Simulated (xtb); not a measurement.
CHCl$_{2}$ (SMILES Cl[CH]Cl), doublet, at a GFN2-xTB geometry. Base run: GFN2-xTB in xtb.

Geometry (Å):
```xyz
4

C      0.1428    -0.0090     0.6836
Cl    -0.0472     1.4562    -0.1461
Cl    -0.0534    -1.4518    -0.1829
H      0.8548    -0.0207     1.4912
```
Charge 0, spin multiplicity 2.
All else is at xtb's defaults.
Base energy -11.67170 Eh.

Variants of this job, named by their change:

| change | ΔE vs base (kcal/mol) | dipole (D) | G_solv (kcal/mol) | SCF cycles |
|---|---|---|---|---|
| base | 0.000 | 0.86 | - | 10 |
| acc = 30 | 0.000 | 0.86 | - | 8 |
| etemp = 5000 | -1.43 | 0.85 | - | 10 |
| alpb = ch2cl2 | -2.34 | 0.91 | -2.39 | 10 |
| file = coord | 0.000 | 0.86 | - | 10 |
| acc = 0.0001 | 0.000 | 0.86 | - | 16 |
| alpb = dmf | -2.85 | 0.94 | -2.98 | 10 |
| etemp = 3000 | -0.100 | 0.86 | - | 10 |

ALPB and GBSA are two models with their own fitted parameters for each solvent, which aren't always the measured dielectric constant.
